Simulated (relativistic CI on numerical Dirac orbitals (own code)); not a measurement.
# Pt⁴⁹⁺: what numerical and physical settings do to a radial Dirac CI calculation

Reference input:

```
atom Pt  Z=78  charge=49  electrons=29
nucleus A=195  rms_radius_fm=5.4270
hamiltonian dirac-coulomb  breit=on  qed=on  c_scale=1
orbitals kli  potential=per-configuration
slater_scale 1
correlation none
mixing on
grid step=0.0125 r_max=3
scf mixing=0.4 start=green max_iterations=150 tolerance=2e-08 node_fill=0.05
configurations
  [Ar] 3d10 4s
  [Ar] 3d10 4p
  [Ar] 3d10 4d
end
```

Computed lowest total energy -16642.98836 Ha, first excitation 868641.7 cm⁻¹, 30 SCF steps. Runs with settings changed; * marks those that are bad on purpose (the QED terms keep the true α when c is scaled):

```
                                                                         Changed        Outcome  Lowest level  ΔE (Ha)  First excitation (cm⁻¹)  SCF steps                                                                    Message
                         Breit term off, nuclear radius 7.0551 fm, QED terms off      converged     4s 2S_1/2    -31.7                 869061.2         30                                                                           
                                                           speed of light × 1.25      converged     4s 2S_1/2      424                 816894.0         30                                                                           
start potential previous, SCF tolerance 0.0001, node fill of the KLI weights 0.2      converged     4s 2S_1/2  -0.0178                 868511.3         14                                                                           
                                                          speed of light × 0.2 *  not converged                                                          1  SCF of 1s2 2s2 2p6 3s2 3p6 3d10 4s stopped: an orbital could not be found
                                                    configuration list: repeat *        refused                                                          0                                            a configuration is listed twice
```
